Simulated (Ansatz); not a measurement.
H6Si4, SMILES `[SiH3][SiH]1[SiH]=[SiH]1` (charge 0, multiplicity 1).

All values below come from BLYP/cc-pVTZ // PBE0-D3(BJ)/def2-TZVP (Ansatz, a first-principles code).

Ansatz 0.2 input:
```yaml
crystal:
  periodic: [false, false, false]
  atoms:
    - { symbol: Si, position_ang: [-1.920103, 0.261323, 0.484052] }
    - { symbol: Si, position_ang: [0.070555, -0.606042, -0.383644] }
    - { symbol: Si, position_ang: [1.895975, 0.737341, -0.751587] }
    - { symbol: Si, position_ang: [2.005844, -0.614699, 0.851993] }
    - { symbol: H, position_ang: [-2.801046, 0.771037, -0.604162] }
    - { symbol: H, position_ang: [-2.674947, -0.78033, 1.235882] }
    - { symbol: H, position_ang: [-1.600365, 1.382358, 1.407299] }
    - { symbol: H, position_ang: [-0.236041, -1.735523, -1.314938] }
    - { symbol: H, position_ang: [2.507448, 1.801157, -1.591222] }
    - { symbol: H, position_ang: [2.752679, -1.216623, 1.988002] }
basis:
  gaussian: { orbitals: cc-pVTZ }
hamiltonian:
  xc: blyp
```

Output:

```
Functional definition: BLYP
1460 factors; their error is unknown
mean field evaluation 1: about -31602.8810 eV, gradient 2.9e1 eV
mean field evaluation 2: about -31601.8210 eV, gradient 3.4e1 eV
mean field evaluation 4: about -31606.2949 eV, gradient 2.8e0 eV
mean field evaluation 8: about -31606.3215 eV, gradient 5.2e-2 eV
mean field evaluation 16: about -31606.2341 eV, gradient 1.5e-4 eV
mean field -31606.23410745 eV, -1161.5076799738 hartree, gradient 2.7e-5 eV, S^2 0.000000; 0 other end points of the search recorded, 0 dependent functions left out
reference -31606.23452378 eV, -1161.5076952737 hartree; 31, 31 occupied and 189, 189 virtual orbitals, 1460 factors
Total energy: -31606.23452378 eV, -1161.5076952737 hartree
```
